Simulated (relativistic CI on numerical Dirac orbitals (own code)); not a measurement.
**Hyperfine structure of I XXXVI, mass number 129**

Computed by Dirac-Coulomb-Breit CI, separate exchange-only KLI orbitals for each configuration, model QED (radiative potential, 1s self-energy scaled to tabulated hydrogen-like ionisation energies), unscaled Slater integrals (own radial code, finite nucleus).

Configuration list (outside the closed core [Ne]): 3s2.3p6, 3s2.3p5.3d, 3s.3p6.3d, 3s2.3p5.4s, 3s2.3p5.4p, 3s2.3p5.4d, 3s.3p6.4s, 3p6.3d.4p, 3p6.3d2, 3p5.3d3, 3p5.3d2.4s, 3p5.3d2.4p, 3p5.3d2.4d, 3p6.3d.4s, 3p5.3d.4s2, 3p5.3d.4s.4p, 3p5.3d.4s.4d. Double excitations out of closed p, d and f shells are left out; levels of such configurations are missing from the list, as are those of other unlisted configurations, and high levels can miss mixing partners.

Nuclear spin I = 7/2, μ = 2.6165 μN, Q = -0.483 b (tables of Stone and Pyykkö). The electronic factors are computed for point nuclear moments, without core polarisation or the Bohr-Weisskopf and QED corrections.

```csv
Level,E (cm⁻¹),A (MHz),B (MHz)
3s2.3p5.3d 3P°_1,1273985,25190,-13100
3s2.3p5.3d 3F°_3,1317410,35390,49100
3s2.3p5.3d 3D°_2,1334433,33950,5910
3s2.3p5.3d 3F°_4,1404886,23720,45300
3s2.3p5.3d 3D°_3,1495655,20890,-20600
3s2.3p5.3d 3D°_1,1623275,-10700,-7060
3s2.3p5.3d 3F°_2,1866141,93190,-17500
3s2.3p5.3d 1P°_1,2125244,-43660,-2070
```

Levels with J = 0, under 50 % of one LS term, or S terms without an open s electron are left out. Small factors come from cancelling terms and can be off by tens of per cent or more.

At this charge energies of transitions that change n are usually good to better than 1 %, and those within a shell (Δn = 0) to a few per cent.

Give the hyperfine levels of 3s2.3p5.3d 3F°_3 relative to its centre of gravity.

With K = F(F + 1) − I(I + 1) − J(J + 1), E = AK/2 + B[¾K(K + 1) − I(I + 1)J(J + 1)]/[2I(2I − 1)J(2J − 1)]: F = 1/2: -451500, F = 3/2: -407100, F = 5/2: -330900, F = 7/2: -219400, F = 9/2: -67470, F = 11/2: 131000, F = 13/2: 383900 MHz.

LS names give the leading component of a level, which can be under half, so a name can repeat, a term be missing and a line seem to break the LS rules.
